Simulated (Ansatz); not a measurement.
Start from `[OH][SnH2][OH]` and change one element to get `OCO`.

Ansatz, PBE0-D4/def2-TZVP geometries, multiplicity 1. Each molecule was computed in one conformer, which needn't be the lowest.

Elements past krypton have def2 core potentials.

```tsv
property	`[OH][SnH2][OH]`
size of the dipole moment (B3LYP/def2-TZVPP) / D	0.51
HOMO–LUMO gap (ωB97M-V/def2-TZVPP) / eV	12.12
size of the dipole moment (ωB97M-V/def2-TZVPP) / D	0.56
HOMO energy (PBE0/def2-TZVPP) / eV	-8.50
HOMO–LUMO gap (B3LYP/def2-TZVPP) / eV	7.49
LUMO energy (B3LYP/def2-TZVPP) / eV	-0.75
```

**Question.** What does the change do to each property? (Best estimate.)

**Answer.** The calculation gave: 
```tsv
property	`OCO`	shift
size of the dipole moment (B3LYP/def2-TZVPP) / D	0.20	-0.31
HOMO–LUMO gap (ωB97M-V/def2-TZVPP) / eV	13.28	1.16
size of the dipole moment (ωB97M-V/def2-TZVPP) / D	0.21	-0.35
HOMO energy (PBE0/def2-TZVPP) / eV	-8.29	0.21
HOMO–LUMO gap (B3LYP/def2-TZVPP) / eV	8.72	1.23
LUMO energy (B3LYP/def2-TZVPP) / eV	0.67	1.42
```

With PBE0 the HOMO rises by 0.21 eV and the LUMO rises by 1.49 eV, so the gap widens by about 1.28 eV. PBE moves the HOMO by 0.27 eV and ωB97M-V by 0.17 eV. Dipoles are sizes alone; their direction can turn.

B3LYP here is the variant with VWN-RPA as its local correlation; programs differ in this.
